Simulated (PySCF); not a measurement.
Species: C8H13BO2.
SMILES with atom numbers: `[BH2-:1]1[O:2][CH:3]=[C:4]([CH:5]2[CH2:6][CH2:7][CH2:8][CH2:9]2)[CH:10]=[O+:11]1` (hydrogens: H12, H13 on B1; H14 on C3; H15 on C5; H16, H17 on C6; H18, H19 on C7; H20, H21 on C8; H22, H23 on C9; H24 on C10)

A GFN2-xTB structure was refined with PySCF, PBE0-D3(BJ)/def2-SVP geometry optimisation, gas phase. Its GFN2-xTB values:

```csv
coordinate,GFN2-xTB
B1–O2,1.565 Å
B1–O11,1.566 Å
B1–H12,1.199 Å
B1–H13,1.140 Å
O2–C3,1.277 Å
C3=C4,1.352 Å
C3–H14,1.082 Å
C4–C5,1.537 Å
C5–C9,1.530 Å
C5–H15,1.082 Å
C6–C7,1.525 Å
C6–H17,1.093 Å
C7–H18,1.086 Å
C8–C9,1.502 Å
C10=O11,1.254 Å
C10–H24,1.084 Å
B1–O2–C3,122.4°
B1–O11–C10,122.2°
O2–C3–C4,124.3°
C3–C4–C5,121.4°
C3–C4–C10,118.7°
C4–C5–C6,112.7°
C4–C5–C9,112.9°
C5–C4–C10,119.9°
C3–C4–C5–C6,-128°
C4–C5–C6–C7,-118°
C4–C5–C9–C8,144°
O11–B1–O2–C3,-1°
```

How do these coordinates change at the PBE0-D3(BJ)/def2-SVP level?

```tsv
coordinate	PBE0-D3(BJ)/def2-SVP (Å or °)	change
B1–H13	1.218	+0.078
C3=C4	1.395	+0.043
C4–C5	1.504	-0.033
B1–O2	1.534	-0.031
B1–O11	1.538	-0.028
C8–C9	1.523	+0.021
C3–H14	1.103	+0.021
C5–H15	1.102	+0.020
C10–H24	1.103	+0.019
C7–H18	1.104	+0.018
B1–H12	1.217	+0.018
C5–C9	1.546	+0.016
C10=O11	1.265	+0.011
O2–C3	1.267	-0.010
C6–H17	1.101	+0.008
C6–C7	1.532	+0.007
C3–C4–C10	115.0	-3.7
C5–C4–C10	122.5	+2.6
C4–C5–C6	115.3	+2.6
B1–O11–C10	123.6	+1.4
B1–O2–C3	123.6	+1.2
C3–C4–C5	122.6	+1.2
C4–C5–C9	113.9	+1.0
O2–C3–C4	125.3	+1.0
C4–C5–C9–C8	150	+6
C4–C5–C6–C7	-124	-6
C3–C4–C5–C6	-125	+3
O11–B1–O2–C3	-4	-3
```

The energy falls by 24.9 kJ/mol over 6 energy and gradient evaluations, the largest force component goes from 0.0530 to 4.0e-04 Eh/bohr, and the atoms move by 0.119 Å rms after alignment. The bond that changes most is B1–H13 (four-coordinate boron to B–H hydrogen), which lengthens by 0.078 Å. Bonds longer at the end by more than 0.005 Å: 13 of 25; shorter: 6. Among the dihedrals that turn most is C4–C5–C9–H22, from 23° to 33°. Rotational constants go from 2708, 636.7, 593.2 to 2786, 612.3, 576.7 MHz.

The run used 219 basis functions and 45 SCF cycles in all. Time: 3.1 min wall; peak memory 1.3 GiB. Hardware: one thread, Arm Neoverse V2 (aarch64), shared host with 32 logical CPUs at a one-minute load of 31.

Stationary, but not proved a minimum. The numbers are those of one conformer.
